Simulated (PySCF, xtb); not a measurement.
C₂H₇FOSi₂, SMILES O([SiH3])[Si@@H](C=C)F.

xtb with GFN2-xTB at its own geometry gives an orbital gap of 4.38 eV and a dipole moment of 1.55 D.

The structure is a stationary point at PBE-D3(BJ)/def2-SVP. The structure was generated by enumeration; whether it is a known compound was not checked. Other conformers were not sampled.

Task: What does PBE/def2-TZVP run with PySCF give? (An estimate is asked for; the answer gives what the named calculation found.)

Result: gap 5.22 eV (levels -7.22 and -1.99 eV), dipole 1.79 D.
